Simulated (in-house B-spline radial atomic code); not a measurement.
A run on an ion of nuclear charge 27 with 27.8 electrons that did not converge. Method: scalar-relativistic (X2C) TPSS, spin-polarised, spherical fractional occupations, Fermi nucleus of rms radius 3.7875 fm; computed with an all-electron radial atomic-structure program (B-spline basis).

Command:
```bash
python run_scf.py task.json out
```
Settings (nuclear radius in fm, mass in u):
```
Z                27
configuration    [Ar] 3d7.8 4s2
hamiltonian      x2c
method           tpss,tpss
spin_polarised   True
nucleus          fermi
rms_radius       3.7875
atomic_mass      58.93319
speed_of_light   137.035999084
```

First and last ten iterations of the last attempt (damped for 15 steps, keeping 80 % of the old Fock matrix, then DIIS):
```
 iter        energy (Eh)    residual
    1       -1384.510869    4.87e-01
    2       -1285.347587    1.07e+00
    3       -1391.956376    2.39e-01
    4       -1392.957871    1.18e-01
    5       -1393.148995    7.07e-02
    6       -1393.224057    4.71e-02
    7       -1393.267117    3.37e-02
    8       -1393.293980    2.50e-02
    9       -1393.310475    1.87e-02
   10       -1393.320272    1.39e-02
  111       -1316.964889    1.14e+00
  112       -1317.383753    1.19e+00
  113       -1318.408154    1.35e+00
  114       -1379.092144    1.72e+00
  115       -1379.315303    1.69e+00
  116       -1355.625972    1.61e+00
  117       -1317.777810    1.25e+00
  118       -1317.053608    1.14e+00
  119       -1382.571193    5.85e-01
  120       -1382.775970    5.74e-01
 not converged after 120 iterations
```

The smallest residual met was 4.5e-03; the threshold is about 3e-07. No energy from this run should be used. The likely cause: this method binds the added charge weakly or not at all at the basis-set limit, so charge moves back and forth between the atom and the box. Run time, properties included: 5.5 s on 1 thread of Arm Neoverse N1, on a shared host.
